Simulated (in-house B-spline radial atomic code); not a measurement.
Results of a calculation; reference values are marked as such.
**Weak and strong correlation along the adiabatic connection**

Two-electron singlets in several external potentials (atomic units), by full CI in B-splines with partial waves to l = 8 (correlation energies up to 0.6 % small). The repulsion is scaled by λ at fixed density; W(λ) is the mean repulsion less the Hartree energy, W(0) = E_x, and the area under W from 0 to 1 is E_xc.

Relative drop (W(λ) − E_x)/E_x:

| system | λ = 0.12 | λ = 0.25 | λ = 0.4 | λ = 0.6 | λ = 0.8 | λ = 1 |
| --- | --- | --- | --- | --- | --- | --- |
| −Z exp(−kr)/r, Z = 3.76, k = 0.25 | 0.0053 | 0.0108 | 0.0171 | 0.0251 | 0.0328 | 0.0402 |
| −V exp(−r²/w²), V = 1.55, w = 8.94 | 0.0378 | 0.0715 | 0.1032 | 0.1364 | 0.1623 | 0.1830 |
| ω²r²/2 − Z/r, ω = 0.677, Z = -1 | 0.0257 | 0.0503 | 0.0752 | 0.1035 | 0.1271 | 0.1471 |
| −Z exp(−kr)/r, Z = 9.97, k = 2.67 | 0.0020 | 0.0041 | 0.0065 | 0.0097 | 0.0129 | 0.0160 |
| empty sphere, radius 3.71 bohr | 0.0286 | 0.0556 | 0.0823 | 0.1119 | 0.1362 | 0.1564 |
| −V exp(−r²/w²), V = 6.38, w = 3.99 | 0.0171 | 0.0341 | 0.0520 | 0.0732 | 0.0919 | 0.1084 |
| −V exp(−r²/w²), V = 21.8, w = 3.47 | 0.0114 | 0.0231 | 0.0357 | 0.0513 | 0.0656 | 0.0787 |

Task: Order the systems by how far second-order (GL2) theory, half the initial slope (estimated from the first points of each curve), overshoots the correlation energy, least first.
A. −Z exp(−kr)/r, Z = 3.76, k = 0.25
B. −V exp(−r²/w²), V = 1.55, w = 8.94
C. −V exp(−r²/w²), V = 6.38, w = 3.99
D. −V exp(−r²/w²), V = 21.8, w = 3.47
E. −Z exp(−kr)/r, Z = 9.97, k = 2.67
F. empty sphere, radius 3.71 bohr
G. ω²r²/2 − Z/r, ω = 0.677, Z = -1

Result: E (GL2/E_c = 1.03), A (GL2/E_c = 1.07), D (GL2/E_c = 1.16), C (GL2/E_c = 1.24), G (GL2/E_c = 1.34), F (GL2/E_c = 1.40), B (GL2/E_c = 1.56).

Task: What else changes along this order?

Result: The ratio follows the bend of the curve. With it the leading natural occupation goes from 1.999 to 1.885 and −T_c/E_c from 0.97 to 0.64 between the first and the last.
